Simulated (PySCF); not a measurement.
Computed shifts of a molecule C₃H₇ClSi, PBE/pcSseg-1 (PySCF), GIAO, gas phase, atoms alike by connectivity averaged where their shifts nearly agree, in ppm (number of nuclei): ¹³C: 160.1 (1), 132.7 (1), 28.8 (1). ²⁹Si: -9.9 (1). ¹H: 6.83 (1), 6.28 (1), 5.76 (1), 5.42 (1), 2.28 (3). References: ¹³C against TMS (σ = 182.0 ppm); ²⁹Si against TMS (σ = 335.4 ppm); ³⁵Cl against HCl (σ = 936.5 ppm); ¹H against TMS (σ = 31.49 ppm), references at their B3LYP-D3(BJ)/def2-TZVP geometries, non-relativistic (without spin–orbit terms, shifts of atoms bonded to Cl or Br come out too high). Geometry: PBE0-D3(BJ)/def2-SVP. The values are those of a single conformer.

Task: Which molecule gave these data?
A. C=CC[SiH2]Cl
B. C=C(Cl)[SiH2]C
C. C/C([SiH3])=C/Cl
D. C/C=C/[SiH2]Cl

Result: D, C/C=C/[SiH2]Cl
